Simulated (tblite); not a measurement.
Species: C5H12AlNO.
Cartesian coordinates in Å at the GFN2-xTB level; atoms count from 1:
```
atom  x, y, z in Å
N1    -0.302    1.828    1.682
C2    -1.020    1.520    0.714
C3    -0.682    0.666   -0.497
C4    -1.640   -0.528   -0.621
C5    -0.876   -1.617    0.129
C6     0.549   -1.324   -0.311
O7     0.625    0.101   -0.381
Al8    2.329    0.784   -0.030
H9     0.661    1.478    1.664
H10   -2.040    1.897    0.703
H11   -0.704    1.314   -1.382
H12   -1.772   -0.809   -1.667
H13   -2.615   -0.317   -0.188
H14   -0.980   -1.480    1.206
H15   -1.194   -2.622   -0.137
H16    1.318   -1.667    0.384
H17    0.750   -1.741   -1.303
H18    2.509    0.300    1.474
H19    3.093   -0.062   -1.116
H20    1.988    2.291   -0.326
```

Computed values, GFN2-xTB/tblite, gas phase, harmonic and unscaled. The method is semi-empirical: single wavenumbers can be off by several per cent or more. Modes of hydrogen on aluminium can be 10 to 20 % off. One conformer, not necessarily the lowest.

Harmonic wavenumbers (cm⁻¹): 39.8, 98.5, 123.2, 148.3, 231.7, 237.3, 277.3, 298.9, 378.6, 485.2, 503.4, 586.9, 596.8, 667.4, 766.7, 789.6, 790.9, 806.6, 835.4, 881.8, 916.0, 967.1, 988.0, 1003.7, 1065.7, 1076.2, 1079.7, 1088.1, 1143.0, 1156.5, 1166.7, 1204.7, 1229.7, 1268.4, 1279.9, 1297.8, 1311.4, 1318.0, 1467.1, 1471.9, 1484.8, 1584.6, 1660.8, 1661.8, 1765.3, 2915.2, 2933.7, 2972.5, 2986.3, 2989.0, 3005.1, 3028.7, 3039.2, 3218.9.

A = 2199, B = 1635, C = 1113 MHz; mass 129.073 u (most abundant isotopes); point group C1, symmetry number 1.

Q: What is the zero-point energy?

A: Half the sum of the wavenumbers: 34145 cm⁻¹ = 97.62 kcal/mol.

Q: Entropy at 500 K, 1 bar (ideal gas, RRHO, classical rotation)?

A: Translation 43.07, rotation 30.32, vibration 48.32: S = 121.7 cal/(mol K).

Q: And Cp and H(500 K) − H(0)?

A: Cp = 59.96 cal/(mol K), of which vibrations give 52.01 (their classical limit is 54 R = 107.3); H(500 K) − H(0) = 16.80 kcal/mol without the zero-point energy, 12.82 from vibrations.

Q: What must be added to the electronic energy to get the Gibbs energy at 500 K and 1 bar?

A: ZPE + [H(500 K) − H(0)] − T·S = 97.62 + 16.80 − 60.86 = 53.56 kcal/mol.

Q: Which modes carry the vibrational entropy at 500 K?

A: 39.8 cm⁻¹: 6.29; 98.5 cm⁻¹: 4.50; 123.2 cm⁻¹: 4.06; 148.3 cm⁻¹: 3.69; 231.7 cm⁻¹: 2.83; 237.3 cm⁻¹: 2.78 cal/(mol K); the other 48 give 24.16 together.

Q: How do the functions run with temperature in this model?

A: 
| T (K) | S (cal/(mol K)) | Cp (cal/(mol K)) | H − H(0) (kcal/mol) | G − H(0) (kcal/mol) | ln q(vib) |
| --- | --- | --- | --- | --- | --- |
| 100 | 68.1 | 17.8 | 1.24 | -5.57 | 1.53 |
| 200 | 83.4 | 27.6 | 3.50 | -13.18 | 3.89 |
| 300 | 96.7 | 38.9 | 6.81 | -22.19 | 6.33 |
| 800 | 154.7 | 79.9 | 38.07 | -85.67 | 19.08 |
| 1000 | 173.4 | 88.1 | 54.92 | -118.52 | 23.94 |

q(vib) and H(0) count from the zero-point level.

Hindered rotation and anharmonicity are outside this model. Other conformers, if any are populated, would add a mixing term that is left out. The structure is chiral; the term R ln 2 for an equal mix with its mirror image is left out.
